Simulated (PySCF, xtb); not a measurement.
Ga(H)(Br)(NH2) (BrGaH₃N), SMILES [NH2][GaH][Br].

GFN2-xTB in xtb at its own geometry gives an orbital gap of 4.26 eV and a dipole moment of 5.31 D.

Geometry optimised at TPSSh-D3(BJ)/def2-SVP. One conformer was computed; it need not be the lowest.

Problem. What does PySCF with B3LYP/def2-TZVPD give? (The exact figures need the calculation; the answer reports its results.)

Solution. gap 6.33 eV (levels -7.48 and -1.16 eV), dipole 2.48 D.
